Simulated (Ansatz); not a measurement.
C2H7S (SMILES CC[SH2+]), charge +1, singlet, at a GFN2-xTB geometry; Ansatz (a program for electronic structure) with CCSD/3-21G.

The Ansatz input:
Ansatz 0.2 input:
```yaml
crystal:
  periodic: [false, false, false]
  atoms:
    - {symbol: C, position_ang: [1.53145653, 0.73564742, 0.10694436]}
    - {symbol: C, position_ang: [0.02726540, 0.87468496, 0.06850411]}
    - {symbol: S, position_ang: [-0.75523355, -0.79638233, -0.18004300]}
    - {symbol: H, position_ang: [-1.99146346, -0.50823109, 0.28749942]}
    - {symbol: H, position_ang: [-0.37068924, 1.30238251, 0.98666784]}
    - {symbol: H, position_ang: [-0.29446314, 1.46595224, -0.78878956]}
    - {symbol: H, position_ang: [1.96823129, 1.72963885, 0.17858664]}
    - {symbol: H, position_ang: [1.86336116, 0.16284318, 0.96947556]}
    - {symbol: H, position_ang: [1.91447533, 0.27099735, -0.79813333]}
    - {symbol: H, position_ang: [-0.35804669, -1.34346000, 0.99269072]}
basis:
  gaussian:
    orbitals: 3-21G.json
total_charge: 1
magnetization: {spin_polarized: false}
correlation: {method: ccsd}
```
The basis file holds 3-21G in the JSON format of the Basis Set Exchange.

**Question.** What does Ansatz print? Leave out banner, timings and long lists.

**Answer.** 
```
Functional definition: HF
533 factors; integrals over basis functions are off by at most 9.7e-4 eV
mean field evaluation 1: about -12912.6032 eV, gradient 3.0e1 eV
mean field evaluation 2: about -12912.9140 eV, gradient 3.0e1 eV
mean field evaluation 4: about -12915.2570 eV, gradient 1.9e0 eV
mean field evaluation 8: about -12915.2732 eV, gradient 1.4e-1 eV
mean field evaluation 16: about -12914.6383 eV, gradient 1.1e1 eV
mean field -12915.27333644 eV, -474.6275408275 hartree, gradient 1.5e-6 eV, S^2 0.000000; 0 other end points of the search recorded, 0 dependent functions left out
7 core orbitals not correlated
reference -12915.27333644 eV, -474.6275408275 hartree; 10, 10 occupied and 28, 28 virtual orbitals, 533 factors
second order -6.71024461 eV of doubles, -0.00000000 eV of singles
cycle   1  -7.46248355 eV  change   -7.5e-1 eV  update   6.8e-2
cycle   2  -7.80483331 eV  change   -3.4e-1 eV  update   2.5e-2
cycle   3  -7.84696503 eV  change   -4.2e-2 eV  update   6.5e-3
cycle   4  -7.84888362 eV  change   -1.9e-3 eV  update   1.8e-3
cycle   5  -7.84883271 eV  change    5.1e-5 eV  update   5.0e-4
cycle   6  -7.84880749 eV  change    2.5e-5 eV  update   1.4e-4
cycle   7  -7.84879867 eV  change    8.8e-6 eV  update   4.3e-5
cycle   8  -7.84879343 eV  change    5.2e-6 eV  update   1.4e-5
Total energy: -12923.12212987 eV, -474.9159786659 hartree
```
